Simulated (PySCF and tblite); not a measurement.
The numbers below are computed, except where a source is named.
C4H10GeSi, numbered as in [CH:1]#[C:2][SiH2:3][GeH2:4][CH2:5][CH3:6]. Free energies: PBE0-D3(BJ)/def2-SVP (IEF-PCM, tetrahydrofuran) on GFN2-xTB structures plus GFN2-xTB thermal terms, symmetry and mirror images included. Conformers within 2.5 kcal/mol (GFN2-xTB free energy) were kept, 4 at most. GIAO shieldings: KT2/pcSseg-1 (IEF-PCM, tetrahydrofuran). Shifts are against TMS (¹H), TMS (¹³C), TMS (²⁹Si) at the same level. (PySCF 2.14, tblite 0.8.)

Torsions listed: C2–Si3–Ge4–C5, Si3–Ge4–C5–C6. Of a mirror pair one member is shown.

```
conformer       shape  point group  mirror pair  ΔE(DFT)  Δ(G−E) at 350 K  δ C5 (ppm)
        1   65°, -59°           C1          yes     0.00             0.00        14.5
        2  54°, -178°           C1          yes     0.12            -0.46        10.6
        3    16°, 57°           C1          yes     0.31             0.23        12.7
        4   180°, 58°           C1          yes     0.37            -0.39        13.3
```

Energies in kcal/mol; the thermal term leaves out symmetry numbers and mirror images.

(1) Work out the weights at 350 K and the ¹³C shift of C5 under fast exchange.

Spin–orbit effects of the heavy atoms on shieldings are missing. For its torsions the set is small; conformers may be missing.

Answers

(1) RT = 0.696 kcal/mol. Each conformer gets RT ln(σ/g), with σ the rotational symmetry number and g = 2 for a mirror pair: 1: σ = 1, g = 2, G = 0.00 + 0.00 − 0.48 = -0.48, 0.34 above the lowest, exp(−ΔG/RT) = 0.617; 2: σ = 1, g = 2, G = 0.12 − 0.46 − 0.48 = -0.82, 0.00 above the lowest, exp(−ΔG/RT) = 1.000; 3: σ = 1, g = 2, G = 0.31 + 0.23 − 0.48 = 0.06, 0.87 above the lowest, exp(−ΔG/RT) = 0.285; 4: σ = 1, g = 2, G = 0.37 − 0.39 − 0.48 = -0.49, 0.32 above the lowest, exp(−ΔG/RT) = 0.627. The sum is 2.530, so the weights are 24.4, 39.5, 11.3, 24.8 %. The averaged shift is 12.4 ppm. At 298.15 K it is 12.4 ppm. At 298.15 K the leading conformer alone gives 10.6 ppm and bare DFT energies give 12.8 ppm.


Conformer gaps in def2-SVP on xTB geometries can be 2 kcal/mol too large for S=O, P=O and other polar bonds.